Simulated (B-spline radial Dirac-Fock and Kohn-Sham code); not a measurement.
Method: Dirac-Fock densities. Computed with an atomic code on a B-spline grid.

Q: This computed X-ray form factor belongs to an atom or ion in its tabulated ground configuration. Which?

```csv
sin θ/λ (Å⁻¹),f₀
0.15,4.996
0.2,4.994
0.25,4.990
0.35,4.981
0.6,4.944
1.1,4.817
1.2,4.783
1.6,4.625
5,2.725
```

A: Lu⁶⁶⁺, with 5 electrons in [He] 2s2 2p1. f₀ tends to the number of electrons as s goes to zero, which the first rows give only roughly, and the rate of fall reflects the nuclear charge, 71.

Q: This computed X-ray form factor belongs to an atom or ion in its tabulated ground configuration. Which?

```csv
sin θ/λ (Å⁻¹),f₀
0.1,42.635
0.15,42.187
0.2,41.573
0.35,38.878
0.4,37.755
0.5,35.292
1.1,21.443
1.8,14.288
4,5.266
```

A: Tm²⁶⁺, with 43 electrons in [Kr] 4d7. f₀ tends to the number of electrons as s goes to zero, which the first rows give only roughly, and the rate of fall reflects the nuclear charge, 69.
